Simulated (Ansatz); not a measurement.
Input file for Ansatz (an electronic-structure program): R-PBE0/def2-TZVPP on H3NSn (SMILES [NH2][SnH]), a point of a torsion scan. Elements past Kr take the def2 small-core potentials; no spin–orbit coupling.

Ansatz 0.2 input:
```yaml
crystal:
  periodic: [false, false, false]
  atoms:
    - {symbol: N, position_ang: [-0.78341890, -0.05128768, -0.20330149]}
    - {symbol: Sn, position_ang: [1.07516103, -0.94916023, -0.35983249]}
    - {symbol: H, position_ang: [-1.53992887, -0.45447811, 0.33351011]}
    - {symbol: H, position_ang: [-0.82021283, 0.94530299, -0.01947690]}
    - {symbol: H, position_ang: [2.05407718, 0.46227166, 0.37341488]}
basis:
  gaussian:
    orbitals: def2-TZVPP
hamiltonian:
  xc: {name: PBE0}
scf: {lower_state_search: off}
```

Output:

```
WARN ansatz: RAYON_NUM_THREADS=1 ignored (pool sized by the plan → 1); use --threads N
Functional definition: PBE0
these checks for a lower state are left out or cut short: stability, starts, cluster_reference, orbital_swaps, neighbouring_geometries, increment
integrals: 0.03 GiB planned
793 factors; their error is unknown
mean field: 0.37 GiB planned
mean field evaluation 1: about -7360.7621 eV, gradient 6.4e1 eV
mean field evaluation 2: about -7311.8830 eV, gradient 1.3e2 eV
mean field evaluation 4: about -7368.7976 eV, gradient 8.2e0 eV
mean field evaluation 8: about -7368.9258 eV, gradient 1.3e-1 eV
mean field evaluation 16: about -7369.0089 eV, gradient 8.8e-5 eV
mean field -7369.00888419 eV, -270.8060816003 hartree, gradient 2.8e-6 eV, S^2 0.000000; 0 other end points of the search recorded, 0 dependent functions left out
reference -7369.00891398 eV, -270.8060826951 hartree; 16, 16 occupied and 107, 107 virtual orbitals, 793 factors
Total energy: -7369.00891398 eV, -270.8060826951 hartree
Checks for a lower state left out: stability, starts, cluster_reference, orbital_swaps, neighbouring_geometries, increment
```

Self-consistency was reached.

Cost: about 1.3 core-seconds (a rough figure).
